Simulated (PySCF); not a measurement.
**From a log to its input**

A PySCF 2.14 run on the atoms Ge 0 0 0; N 0 0 1.633 (angstrom) printed this (some set-up lines and the per-cycle HOMO/LUMO lines with their warnings removed):

```
PySCF version 2.14.0

[INPUT] verbose = 4
[INPUT] num. atoms = 2
[INPUT] num. electrons = 39
[INPUT] charge = 0
[INPUT] spin (= nelec alpha-beta = 2S) = 1
[INPUT] symmetry False subgroup None
[INPUT] Mole.unit = angstrom

nuclear repulsion = 72.5876884544274
number of shells = 24
number of NR pGTOs = 112
number of NR cGTOs = 58
basis = jorge-dzp
ecp = {}

******** <class 'pyscf.dft.uks.UKS'> ********
method = UKS
initial guess = minao
damping factor = 0
level_shift factor = 0
DIIS = <class 'pyscf.scf.diis.CDIIS'>
diis_start_cycle = 1
diis_space = 8
diis_damp = 0
SCF conv_tol = 1e-09
SCF conv_tol_grad = None
SCF max_cycles = 50
direct_scf = True
direct_scf_tol = 1e-13
number electrons alpha = 20  beta = 19
XC library pyscf.dft.libxc version 7.0.0
    S. Lehtola, C. Steigemann, M. J.T. Oliveira, and M. A.L. Marques.,  SoftwareX 7, 1–5 (2018)
XC functionals = revpbe
    Y. Zhang and W. Yang.,  Phys. Rev. Lett. 80, 890 (1998)
    J. P. Perdew, K. Burke, and M. Ernzerhof.,  Phys. Rev. Lett. 77, 3865 (1996)
    J. P. Perdew, K. Burke, and M. Ernzerhof.,  Phys. Rev. Lett. 78, 1396 (1997)
radial grids:
    Treutler-Ahlrichs [JCP 102, 346 (1995); DOI:10.1063/1.469408] (M4) radial grids

becke partition: Becke, JCP 88, 2547 (1988); DOI:10.1063/1.454033
pruning grids: <function nwchem_prune>
grids dens level: 3
symmetrized grids: False
atomic radii adjust function: <function treutler_atomic_radii_adjust>
small_rho_cutoff = 0
Set gradient conv threshold to 3.16228e-05
tot grids = 34544
init E= -2128.77654491335

cycle= 1 E= -2131.1067190952  delta_E= -2.33  |g|= 1.36  |ddm|= 1.47
cycle= 2 E= -2127.74993631459  delta_E= 3.36  |g|= 2.19  |ddm|= 3.07
cycle= 3 E= -2130.04783365714  delta_E= -2.3  |g|= 1.46  |ddm|= 3.42
cycle= 4 E= -2131.23636501114  delta_E= -1.19  |g|= 0.542  |ddm|= 0.999
cycle= 5 E= -2131.33467296523  delta_E= -0.0983  |g|= 0.379  |ddm|= 0.358
cycle= 6 E= -2131.37591645995  delta_E= -0.0412  |g|= 0.257  |ddm|= 0.15
cycle= 7 E= -2131.3802718335  delta_E= -0.00436  |g|= 0.221  |ddm|= 0.0744
cycle= 8 E= -2131.40155124897  delta_E= -0.0213  |g|= 0.108  |ddm|= 0.104
cycle= 9 E= -2131.40783883961  delta_E= -0.00629  |g|= 0.0145  |ddm|= 0.0777
cycle= 10 E= -2131.40795714397  delta_E= -0.000118  |g|= 0.00454  |ddm|= 0.0182
cycle= 11 E= -2131.40796808299  delta_E= -1.09e-05  |g|= 0.00456  |ddm|= 0.0103
cycle= 12 E= -2131.40798418595  delta_E= -1.61e-05  |g|= 0.000461  |ddm|= 0.00697
cycle= 13 E= -2131.40798517513  delta_E= -9.89e-07  |g|= 0.00012  |ddm|= 0.00378
cycle= 14 E= -2131.40798518615  delta_E= -1.1e-08  |g|= 1.5e-05  |ddm|= 0.000272
cycle= 15 E= -2131.40798518627  delta_E= -1.12e-10  |g|= 1.78e-06  |ddm|= 2.44e-05
Extra cycle  E= -2131.40798518627  delta_E=    0  |g|= 2.37e-06  |ddm|= 2.49e-06
converged SCF energy = -2131.40798518627  <S^2> = 0.7590435  2S+1 = 2.0090231
**** SCF Summaries ****
Total Energy =                       -2131.407985186266615
Nuclear Repulsion Energy =              72.587688454427436
One-electron Energy =                -3113.305465286169238
Two-electron Energy =                  909.309791645475229
Two-electron Coulomb Energy =          995.005889763970458
DFT Exchange-Correlation Energy =      -85.696098118495257
**** MO energy ****
                             alpha | beta                alpha | beta
[9 lines left out]
MO #10  energy= -4.189874166621    | -4.18832363629705  occ= 1 | 1
MO #11  energy= -1.10429381520797  | -1.0993228380093   occ= 1 | 1
MO #12  energy= -1.09064384508367  | -1.08877243037639  occ= 1 | 1
MO #13  energy= -1.09064384508319  | -1.08877243037629  occ= 1 | 1
MO #14  energy= -1.08870803020808  | -1.08871287541601  occ= 1 | 1
MO #15  energy= -1.08870723035475  | -1.08871209436865  occ= 1 | 1
MO #16  energy= -0.710443942814731 | -0.677689686096585 occ= 1 | 1
MO #17  energy= -0.400929579235813 | -0.366506051897846 occ= 1 | 1
MO #18  energy= -0.268231213378027 | -0.235314509933954 occ= 1 | 1
MO #19  energy= -0.249171791590122 | -0.235314509933491 occ= 1 | 1
MO #20  energy= -0.249171791589187 | -0.204060784448983 occ= 1 | 0
MO #21  energy= -0.0816046843909031 | -0.0712696619315593 occ= 0 | 0
MO #22  energy= -0.0816046843906112 | -0.0712696619310774 occ= 0 | 0
MO #23  energy= 0.0563940463162647 | 0.0701133675957255 occ= 0 | 0
[35 lines left out]

To work with the spin densities directly, `use mulliken_meta_spin()` only printing them here.

 ** Mulliken spin pop alpha/beta on meta-lowdin orthogonal AOs **
 ** Mulliken Spin Density (per AO)  **
 ** Mulliken Spin Density (per atom)  **
spin density of  0 Ge =      0.19318
spin density of  1 N =      0.80682
 ** Mulliken pop alpha/beta on meta-lowdin orthogonal AOs **
 ** Mulliken pop       alpha | beta **
pop of  0 Ge 1s        0.99943 | 0.99943
pop of  0 Ge 2s        0.99933 | 0.99933
pop of  0 Ge 3s        0.99933 | 0.99930
pop of  0 Ge 4s        0.87664 | 0.79994
pop of  0 Ge 5s        0.00813 | 0.00161
pop of  0 Ge 6s        0.00040 | 0.00027
pop of  0 Ge 7s        0.00131 | 0.00033
pop of  0 Ge 8s        0.00178 | 0.00136
pop of  0 Ge 2px       0.99991 | 0.99991
pop of  0 Ge 2py       0.99991 | 0.99991
pop of  0 Ge 2pz       0.99991 | 0.99991
pop of  0 Ge 3px       0.99988 | 0.99989
[46 lines left out]
In total            20.00000 | 19.00000
 ** Mulliken atomic charges   ( Nelec_alpha | Nelec_beta ) **
charge of  0Ge =      0.34921  (    15.92198     15.72881 )
charge of  1N =     -0.34921  (     4.07802      3.27119 )
Dipole moment(X, Y, Z, Debye):  0.00000,  0.00000, -2.65745
orbital energies (hartree): [array([-0.2682, -0.2492, -0.2492, -0.0816, -0.0816,  0.0564]), array([-0.3665, -0.2353, -0.2353, -0.2041, -0.0713, -0.0713])]
```

Write the input that gave this log.

The input was:

```python
from pyscf import gto, dft

mol = gto.M(
    atom='Ge 0 0 0; N 0 0 1.633',
    basis='jorge-dzp',
    charge=0,
    spin=1,
    verbose=4,
)
mf = dft.UKS(mol, xc='revpbe')
mf.kernel()
mf.analyze()
print('orbital energies (hartree):', [e[max(0, n-3):n+3].round(4) for e, n in zip(mf.mo_energy, mol.nelec)])
```

The bond length is a typed value, not an optimised one. No search for the lowest solution was made.
